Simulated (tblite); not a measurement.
C₄H₈GeO₃Si.
SMILES with atom numbers: `[CH:1]#[C:2][SiH2:3][O:4][Ge@H:5]([CH:6]=[O:7])[O:8][CH3:9]` (hydrogens: H10 on C1; H11, H12 on Si3; H13 on Ge5; H14 on C6; H15, H16, H17 on C9)

Computed with GFN2-xTB (tblite), gas phase: L-BFGS steps from a force-field or distance-geometry start until the largest atomic force falls under 0.01 eV/Å.

Step 78: E = -774.6032 eV
```
atom  x, y, z in Å  |  force x, y, z in eV/Å
C1      4.0681    0.1086    0.7225   -0.111  -0.131  -0.055
C2      3.0720   -0.5027    0.4328    0.054   0.150   0.055
Si3     1.4756   -1.3324   -0.0226    0.017  -0.002  -0.006
O4      0.4485   -0.1527   -0.4693   -0.004  -0.003  -0.086
Ge5    -0.9429    0.8447   -0.7387    0.037   0.006   0.022
C6     -0.4422    2.6606   -0.0142    0.001   0.097  -0.038
O7     -0.6766    3.7081   -0.5319    0.016  -0.068   0.035
O8     -2.1839    0.2758    0.3734   -0.015   0.043   0.007
C9     -2.6832   -1.0432    0.5100    0.025  -0.013  -0.006
H10     4.9596    0.6142    0.9673   -0.029  -0.015   0.004
H11     1.6465   -2.1723   -1.2085    0.033  -0.049  -0.022
H12     0.9088   -2.0496    1.1250    0.031   0.020   0.016
H13    -1.3285    0.6024   -2.2001    0.021  -0.009   0.025
H14     0.1261    2.6001    0.9378   -0.039  -0.001   0.010
H15    -2.0413   -1.7821    0.0262    0.021   0.000  -0.002
H16    -2.7303   -1.2650    1.5771   -0.067  -0.024   0.000
H17    -3.6832   -1.1025    0.0741    0.010  -0.001   0.039
```

Step 79: E = -774.6052 eV
```
atom  x, y, z in Å  |  force x, y, z in eV/Å
C1      4.0482    0.1248    0.7179   -0.095  -0.110  -0.044
C2      3.0583   -0.4976    0.4304    0.041   0.138   0.058
Si3     1.4683   -1.3424   -0.0220    0.007   0.026  -0.017
O4      0.4337   -0.1747   -0.4846    0.007  -0.012  -0.074
Ge5    -0.9437    0.8471   -0.7344    0.039   0.000  -0.005
C6     -0.4217    2.6601   -0.0088    0.009   0.063  -0.019
O7     -0.6340    3.7071   -0.5363    0.018  -0.067   0.042
O8     -2.1865    0.2780    0.3767   -0.038   0.002   0.012
C9     -2.6792   -1.0456    0.5097    0.023   0.010  -0.002
H10     4.9319    0.6447    0.9626   -0.041  -0.032  -0.004
H11     1.6468   -2.1829   -1.2062    0.034  -0.057  -0.012
H12     0.9002   -2.0532    1.1294    0.041   0.022   0.007
H13    -1.3309    0.6121   -2.1986    0.019   0.007   0.047
H14     0.1358    2.5955    0.9507   -0.056   0.006  -0.022
H15    -2.0302   -1.7789    0.0264    0.011   0.006  -0.010
H16    -2.7248   -1.2708    1.5767   -0.077  -0.011  -0.018
H17    -3.6792   -1.1112    0.0715    0.057   0.008   0.059
```

Q: Estimate the geometry and energy of step 80. (The exact step hangs on the optimiser's Hessian estimate; all steps are aligned on step 79, rigid shifts and turns removed.)

A: E = -774.6090 eV, largest force 0.123 eV/Å
```
atom  x, y, z in Å  |  force x, y, z in eV/Å
C1      4.0080    0.1523    0.7071    0.011  -0.003   0.008
C2      3.0276   -0.4848    0.4258   -0.071   0.041   0.034
Si3     1.4537   -1.3603   -0.0209   -0.028   0.041  -0.052
O4      0.4037   -0.2204   -0.5188    0.028  -0.015  -0.045
Ge5    -0.9413    0.8515   -0.7220    0.009  -0.032  -0.087
C6     -0.3825    2.6589    0.0019    0.002   0.015  -0.015
O7     -0.5534    3.7024   -0.5458    0.010  -0.046   0.027
O8     -2.1878    0.2819    0.3875   -0.074  -0.060   0.027
C9     -2.6685   -1.0499    0.5091    0.028   0.046   0.007
H10     4.8744    0.6990    0.9527   -0.008  -0.036  -0.008
H11     1.6476   -2.2010   -1.2030    0.037  -0.071   0.019
H12     0.8830   -2.0569    1.1391    0.060   0.022  -0.012
H13    -1.3315    0.6284   -2.1911    0.009   0.046   0.091
H14     0.1510    2.5933    0.9737   -0.046   0.000  -0.007
H15    -2.0058   -1.7706    0.0251   -0.005   0.008  -0.011
H16    -2.7183   -1.2849    1.5745   -0.066   0.010  -0.034
H17    -3.6669   -1.1269    0.0661    0.103   0.033   0.059
```

The energy changes by -0.0038 eV. The first-order estimate −F·Δx gives -0.0060 eV and the mean of the old and new forces, exact on a quadratic surface, -0.0039 eV. The step makes an angle of 83° with the force vector and moves no atom by more than 0.081 Å.

What follows is the cost of the whole relaxation. On one thread, Arm Neoverse V1 (aarch64), no GPU, shared host with 32 logical CPUs at a one-minute load of 28, this took 1.7 s of wall time.
